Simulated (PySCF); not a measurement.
# Electron correlation in Ca⁻ (calcium, charge -1)

[Ar] 3d1 4s2, 2D determinant. All numbers are calculated (PySCF 2.14, the spin-free X2C one-electron Hamiltonian (Gaussian nucleus), in aug-cc-pVTZ-X2C). Frozen: [Ar]; 3 electrons correlated.

```csv
level,correlation energy (mhartree)
CCSD,-35.74
(T),-1.94
CCSD(T),-37.68
CCSDT,-39.68
```

Diagnostics: T1 = 0.091, D1 = 0.2208, largest double amplitude 0.133.

The configuration of this anion was assumed by filling the next shell in order. It is not the known or likely ground configuration (Ca⁻, Sr⁻ and Ba⁻, for instance, bind a p electron), so these values are not the electron affinity of the element. T1 exceeds 0.03, a sign that the reference determinant is poor.

Cost of the coupled-cluster step: of the order of 8 core-seconds, for 3 correlated electrons.

Iterations:

```
CC2 = 0
CCSD nocc = (np.int64(2), np.int64(1)), nmo = (50, 50)
frozen orbitals [[0, 1, 2, 3, 4, 5, 6, 7, 8], [0, 1, 2, 3, 4, 5, 6, 7, 8]]
max_cycle = 100
direct = 0
conv_tol = 1e-08
conv_tol_normt = 1e-06
diis_space = 8
diis_start_cycle = 0
Init t2, MP2 energy = -0.0238396427471761
Init E_corr(UCCSD) = -0.0238396427481906
cycle = 1  E_corr(UCCSD) = -0.0290025743945108  dE = -0.00516293165  norm(t1,t2) = 0.0827901
cycle = 2  E_corr(UCCSD) = -0.0314323161557337  dE = -0.00242974176  norm(t1,t2) = 0.0509114
cycle = 3  E_corr(UCCSD) = -0.0345609422376755  dE = -0.00312862608  norm(t1,t2) = 0.0368326
cycle = 4  E_corr(UCCSD) = -0.0351504982668197  dE = -0.000589556029  norm(t1,t2) = 0.0209092
cycle = 5  E_corr(UCCSD) = -0.0359946612209118  dE = -0.000844162954  norm(t1,t2) = 0.00975751
cycle = 6  E_corr(UCCSD) = -0.0354820407423465  dE = 0.000512620479  norm(t1,t2) = 0.00454556
cycle = 7  E_corr(UCCSD) = -0.0357149933646806  dE = -0.000232952622  norm(t1,t2) = 0.00309045
cycle = 8  E_corr(UCCSD) = -0.0357348131440136  dE = -1.98197793e-05  norm(t1,t2) = 0.00126547
cycle = 9  E_corr(UCCSD) = -0.0357349240102014  dE = -1.10866188e-07  norm(t1,t2) = 0.000532849
cycle = 10  E_corr(UCCSD) = -0.03574371974075  dE = -8.79573055e-06  norm(t1,t2) = 0.00020841
cycle = 11  E_corr(UCCSD) = -0.035738943670794  dE = 4.77606996e-06  norm(t1,t2) = 8.45561e-05
cycle = 12  E_corr(UCCSD) = -0.0357389139866425  dE = 2.96841515e-08  norm(t1,t2) = 4.27209e-05
cycle = 13  E_corr(UCCSD) = -0.0357389728674944  dE = -5.88808519e-08  norm(t1,t2) = 6.00946e-05
cycle = 14  E_corr(UCCSD) = -0.035738685458413  dE = 2.87409081e-07  norm(t1,t2) = 2.54466e-05
cycle = 15  E_corr(UCCSD) = -0.0357386848238157  dE = 6.34597278e-10  norm(t1,t2) = 6.28505e-06
cycle = 16  E_corr(UCCSD) = -0.0357386816018495  dE = 3.22196619e-09  norm(t1,t2) = 3.24373e-06
cycle = 17  E_corr(UCCSD) = -0.0357386811984828  dE = 4.03366708e-10  norm(t1,t2) = 3.19135e-06
cycle = 18  E_corr(UCCSD) = -0.0357386787799477  dE = 2.41853507e-09  norm(t1,t2) = 3.21662e-06
cycle = 19  E_corr(UCCSD) = -0.0357386976465876  dE = -1.88666398e-08  norm(t1,t2) = 3.00186e-06
cycle = 20  E_corr(UCCSD) = -0.0357387539135808  dE = -5.62669932e-08  norm(t1,t2) = 2.81189e-06
cycle = 21  E_corr(UCCSD) = -0.0357387652037455  dE = -1.12901647e-08  norm(t1,t2) = 1.9109e-06
cycle = 22  E_corr(UCCSD) = -0.0357387398111542  dE = 2.53925913e-08  norm(t1,t2) = 1.58495e-06
cycle = 23  E_corr(UCCSD) = -0.035738738484227  dE = 1.32692717e-09  norm(t1,t2) = 1.29261e-06
cycle = 24  E_corr(UCCSD) = -0.0357387147797141  dE = 2.37045129e-08  norm(t1,t2) = 1.62821e-06
cycle = 25  E_corr(UCCSD) = -0.0357387086297221  dE = 6.14999197e-09  norm(t1,t2) = 8.20647e-07
UCCSD converged
E(UCCSD) = -679.6256149743291  E_corr = -0.03573870862972213
UCCSD(T) correction = -0.00194239298052991
```
